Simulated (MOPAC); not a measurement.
MOPAC input (MNDO):

```
MNDO 1SCF GEO-OK AUX(PRECISION=9) THREADS=1
Br2Ge

Ge   -0.00240866 1   -0.00173413 1    1.02787132 1
Br    1.02520451 1   -1.51961699 1   -0.47004929 1
Br   -1.02300231 1    1.52120248 1   -0.46971877 1
```

Output:

```
 *******************************************************************************
 **                                                                           **
 **                              MOPAC v23.2.5                                **
 **                                                                           **
 *******************************************************************************
 ** MOPAC's Digital Object Identifier: https://doi.org/10.5281/zenodo.6511958 **
 **                                                                           **
 ** Please cite the open-source release paper for use of this MOPAC version:  **
 ** J. E. Moussa and J. J. P. Stewart (2026)                                  **
 ** MOPAC: An open-source semiempirical molecular orbital program             **
 ** J. Open Source Softw., 11(119), 8025, https://doi.org/10.21105/joss.08025 **
 *******************************************************************************

                              MNDO CALCULATION RESULTS

 *******************************************************************************
 *  MNDO       - The MNDO Hamiltonian to be used
 *  GEO-OK     - OVERRIDE INTERATOMIC DISTANCE AND OTHER SAFETY CHECKS
 *  1SCF       - DO 1 SCF AND THEN STOP
 *  AUX        - OUTPUT AUXILIARY INFORMATION
 *******************************************************************************
MNDO 1SCF GEO-OK AUX(PRECISION=9) THREADS=1
 Br2Ge

   ATOM   CHEMICAL          X               Y               Z
  NUMBER   SYMBOL      (ANGSTROMS)     (ANGSTROMS)     (ANGSTROMS)

     1      Ge         -0.00240866  *  -0.00173413  *   1.02787132  *
     2      Br          1.02520451  *  -1.51961699  *  -0.47004929  *
     3      Br         -1.02300231  *   1.52120248  *  -0.46971877  *

          CARTESIAN COORDINATES

    NO.       ATOM           X           Y           Z

     1        Ge         -0.0024     -0.0017      1.0279
     2        Br          1.0252     -1.5196     -0.4700
     3        Br         -1.0230      1.5212     -0.4697

 Ge: (MNDO): M.J.S.DEWAR, G.L.GRADY, E.F.HEALY,ORGANOMETALLICS 6 186-189 (1987)
 Br: (MNDO): M.J.S.DEWAR, E.F. HEALY, J. COMP. CHEM., 4, 542, (1983)

           Empirical Formula: Ge Br2  =     3 atoms

      MOLECULAR POINT GROUP   :   C2v

      RHF CALCULATION, NO. OF DOUBLY OCCUPIED LEVELS = 9

 -------------------------------------------------------------------------------
 MNDO 1SCF GEO-OK AUX(PRECISION=9) THREADS=1
 Br2Ge

     1SCF WAS SPECIFIED, SO BFGS WAS NOT USED
     SCF FIELD WAS ACHIEVED

                              MNDO CALCULATION
                                                       MOPAC v23.2.5 Linux

          FINAL HEAT OF FORMATION =          1.10774 KCAL/MOL =       4.63480 KJ/MOL

          COSMO AREA              =        125.45 SQUARE ANGSTROMS
          COSMO VOLUME            =        118.09 CUBIC ANGSTROMS

          IONIZATION POTENTIAL    =          9.518916 EV
          HOMO LUMO ENERGIES (EV) =         -9.519 -1.466
          NO. OF FILLED LEVELS    =          9
          MOLECULAR WEIGHT        =        232.3980         POINT GROUP:  C2v

          MOLECULAR DIMENSIONS (Angstroms)

            Atom       Atom       Distance
           Br     3   Br     2     3.66630
           Br     2   Ge     1     1.49776
           Ge     1   Br     3     0.00000

          SCF CALCULATIONS        =          1

   ATOM   CHEMICAL          X               Y               Z
  NUMBER   SYMBOL      (ANGSTROMS)     (ANGSTROMS)     (ANGSTROMS)

     1      Ge         -0.00240866  *  -0.00173413  *   1.02787132  *
     2      Br          1.02520451  *  -1.51961699  *  -0.47004929  *
     3      Br         -1.02300231  *   1.52120248  *  -0.46971877  *

                             CARTESIAN COORDINATES

   1   Ge       -0.002408660    -0.001734130     1.027871320
   2   Br        1.025204510    -1.519616990    -0.470049290
   3   Br       -1.023002310     1.521202480    -0.469718770

           Empirical Formula: Ge Br2  =     3 atoms

      MOLECULAR POINT GROUP   :   C2v

                  EIGENVALUES
 -24.27069 -23.89400 -14.96275 -12.46935 -11.50426 -11.47687 -11.20027 -11.00003
  -9.51892  -1.46617  -0.47314  -0.40772

              NET ATOMIC CHARGES AND DIPOLE CONTRIBUTIONS

  ATOM NO.   TYPE          CHARGE      No. of ELECS.   s-Pop       p-Pop
    1         Ge           1.198766        2.8012     1.85230     0.94894
    2         Br          -0.599383        7.5994     1.99588     5.60351
    3         Br          -0.599383        7.5994     1.99588     5.60351
 DIPOLE           X         Y         Z       TOTAL
 POINT-CHG.    -0.020    -0.015     8.624     8.624
 HYBRID         0.007     0.005    -2.826     2.826
 SUM           -0.014    -0.010     5.798     5.798

          ATOMIC ORBITAL ELECTRON POPULATIONS

     Atom    s        px        py        pz
    1 Ge   1.85230   0.15078   0.25716   0.54100
    2 Br   1.99588   1.90811   1.83646   1.85894
    3 Br   1.99588   1.90897   1.83554   1.85900

 **********************
 *                    *
 * JOB ENDED NORMALLY *
 *                    *
 **********************

 == MOPAC DONE ==
```

The geometry given is a B3LYP-D3(BJ)/def2-TZVP minimum.
